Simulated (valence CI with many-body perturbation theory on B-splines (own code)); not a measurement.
**Hf⁵¹⁺ in three bases**

Computed by relativistic CI+MBPT: three valence electrons over a frozen Dirac-Fock core [Ar], radial functions for each j: 7 s, 7 p, 8 d, 6 f, 4 g, 1 h, with the one-electron correlation potential Σ1, the two-electron term Σ2, the three-electron term Σ3, Breit, model QED; selected CI, second order for the rest, scaled by the run's own slope (own B-spline code, finite nucleus).

No measured spectrum was set against this ion. As an estimate, large intervals hold to a few tenths of a per cent, small ones and those within an open d or f shell to about a per cent. The list stops below the first excitations out of the core. Only levels of the ground parity were solved; by the run's estimate the other parity begins above the list, which can be wrong where configurations are misplaced.

The reference run has the lowest level (3d3/2^3) J=3/2 and an ionisation energy of 4704.27 eV. Its largest variational space holds 4696 state functions.

Levels are named by their leading jj configuration (3d3/2^4 stands for four electrons in 3d with j = 3/2), which in mixed levels can hold well under half, so a name can repeat and another be missing. Letters in brackets count levels of one name in rising energy.

Changed runs:
A. basis 6 s, 6 p, 5 d, 5 f, 1 g
B. basis 5 s, 5 p, 4 d, 4 f

Excitation energies of the reference run in cm⁻¹, and shifts in cm⁻¹:

```csv
Level,Reference,A,B
(3d3/2^2 3d5/2) J=5/2 [a],458656,-247,-414
(3d3/2^2 3d5/2) J=3/2,508484,-96,-59
(3d3/2^2 3d5/2) J=7/2,536824,+13,+116
(3d3/2^2 3d5/2) J=9/2,537275,+89,+300
(3d3/2^2 3d5/2) J=1/2,549966,+30,+194
(3d3/2^2 3d5/2) J=5/2 [b],729562,+291,+644
(3d3/2 3d5/2^2) J=7/2 [a],986037,-196,-283
(3d3/2 3d5/2^2) J=9/2,1021340,-103,-58
(3d3/2 3d5/2^2) J=3/2 [a],1061990,-49,-30
(3d3/2 3d5/2^2) J=1/2,1084810,+91,+326
(3d3/2 3d5/2^2) J=11/2,1096120,+162,+531
(3d3/2 3d5/2^2) J=5/2 [a],1098970,+35,+185
Ionisation energy (eV),4704.27,-0.07,-0.10
```
